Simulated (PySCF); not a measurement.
# Working out the ionisation energy of Se⁺

Se⁺ [Ar] 3d10 4s2 4p3 (4S) → Se²⁺ [Ar] 3d10 4s2 4p2 (3P). Computed with PySCF 2.14 in cc-pVTZ-DK, with scalar relativity by spin-free X2C-1e. Frozen: [Ar] 3d10. Energies in hartree (1 hartree = 27.21139 eV):

```tsv
part	Se⁺ (lower)	Se²⁺ (upper)
UHF	-2427.752471	-2426.986584
CCSD correlation	-0.089223	-0.072129
(T)	-0.002486	-0.001455
```

**Question.** What does Hartree-Fock give?

**Answer.** (-2426.986584) − (-2427.752471) = 0.765887 hartree = 20.841 eV.

**Question.** What do CCSD and CCSD(T) give?

**Answer.** The CCSD correlation energies differ by 0.017094 hartree = 0.465 eV and the triples by 0.001031 hartree = 0.028 eV, so CCSD gives 21.306 eV and CCSD(T) 21.334 eV.

Reference: 21.196 ± 0.01 eV (measured; NIST Atomic Spectra Database, ionization energies), between the lowest levels; spin-orbit coupling is absent from the calculation.

What remains against the reference includes basis incompleteness, the frozen core and higher excitations.
